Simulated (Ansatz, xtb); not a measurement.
Relative energy of two isomers of C4H5N3S

Structure X is `CC(=S)c1nc[nH]n1`, a singlet and structure Y is `C/N=C/c1ncsn1`, a singlet. Both are isolated molecules in the gas phase, relaxed with PBE-D3(BJ)/def2-SVP, each in the lowest conformer that the search found.

Quicker runs give these differences E(Y) − E(X): GFN2-xTB +3.8 kcal/mol; HF/STO-3G −1.0 kcal/mol (at GFN2-xTB geometries); r2SCAN-D4/def2-SVP +11.4 kcal/mol (at GFN2-xTB geometries).

Which of the two would you expect CCSD(T)/def2-SVP + ΔMP2/def2-TZVPP electronic energies to favour?

Structure X; the calculation gives E(Y) − E(X) = +2.4 kcal/mol.

How the difference moves with the method:

```tsv
level	geometry	E(Y) − E(X) (kcal/mol)	departure from the last row (kcal/mol)	job, with rough time for the two
GFN2-xTB	GFN2-xTB	+3.8	+1.3	optimisation, 0.21 s
HF/STO-3G	GFN2-xTB	−1.0	−3.5	single point, 0.38 s
r2SCAN-D4/def2-SVP	GFN2-xTB	+11.4	+9.0	single point, 3.4 s
PBE-D3(BJ)/def2-SVP	PBE-D3(BJ)/def2-SVP	+9.6	+7.2	optimisation, 15 s
HF/def2-SVP	PBE-D3(BJ)/def2-SVP	+10.2	+7.8	part of the CCSD(T) run
MP2/def2-SVP	PBE-D3(BJ)/def2-SVP	+12.3	+9.8	part of the CCSD(T) run
CCSD(T)/def2-SVP	PBE-D3(BJ)/def2-SVP	+9.8	+7.3	single point
CCSD(T)/def2-SVP + ΔMP2/def2-TZVPP	PBE-D3(BJ)/def2-SVP	+2.4		single point, 74 s
```

As drawn, Y has 1 C–N, 1 C=N, 1 C∷S, 1 N∷S, 1 C–H in place of 1 C–C, 1 C=S, 1 C∷N, 1 N∷N, 1 N–H (∷ is an aromatic bond).

HF/STO-3G puts the two in the other order. The largest departure from CCSD(T)/def2-SVP + ΔMP2/def2-TZVPP is that of MP2/def2-SVP, 9.8 kcal/mol. The last row adds to CCSD(T) the change of the MP2 difference between the two basis sets, here −7.3 kcal/mol, a large step that makes the value less sure.

With thermal terms from frequencies at re-optimised GFN2-xTB minima (ideal gas, soft modes damped towards free rotors, one conformer each, 298.15 K, 1 atm): the zero-point term adds −1.2 kcal/mol; ΔH is +1.2 and ΔG +1.4 kcal/mol.

The correlated steps freeze 12 core orbitals. Run with Ansatz 0.2.0, xtb 6.7.1; the last row on 4 threads of Arm Neoverse V2 on a shared host.
